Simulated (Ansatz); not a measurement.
One change: `O[SiH2][SiH2][SiH3]` becomes `N[SiH](O)[SiH2][SiH3]`.

Ansatz, PBE0-D4/def2-TZVP geometries, multiplicity 1. Each molecule was computed in one conformer, which needn't be the lowest.

```tsv
property	`O[SiH2][SiH2][SiH3]`
HOMO energy (PBE/def2-TZVPP) / eV	-6.53
HOMO–LUMO gap (ωB97M-V/def2-TZVPP) / eV	10.66
HOMO energy (B3LYP/def2-TZVPP) / eV	-7.49
HOMO–LUMO gap (B3LYP/def2-TZVPP) / eV	6.60
LUMO energy (ωB97M-V/def2-TZVPP) / eV	0.97
LUMO energy (B3LYP/def2-TZVPP) / eV	-0.89
```

(1) Give the same properties after the change, and the shifts. (Estimate.)

Answers

(1) The calculation gave: 
```
                               property  `N[SiH](O)[SiH2][SiH3]`  shift
      HOMO energy (PBE/def2-TZVPP) / eV                    -5.97   0.56
HOMO–LUMO gap (ωB97M-V/def2-TZVPP) / eV                    10.86   0.20
    HOMO energy (B3LYP/def2-TZVPP) / eV                    -6.98   0.51
  HOMO–LUMO gap (B3LYP/def2-TZVPP) / eV                     6.76   0.16
  LUMO energy (ωB97M-V/def2-TZVPP) / eV                     1.60   0.63
    LUMO energy (B3LYP/def2-TZVPP) / eV                    -0.21   0.68
```

With PBE0 the HOMO rises by 0.51 eV and the LUMO rises by 0.70 eV, so the gap widens by about 0.19 eV. PBE moves the HOMO by 0.56 eV and ωB97M-V by 0.42 eV.

Positive LUMOs are unbound, so they and the gaps depend on the basis.

B3LYP here is the variant with VWN-RPA as its local correlation; programs differ in this.
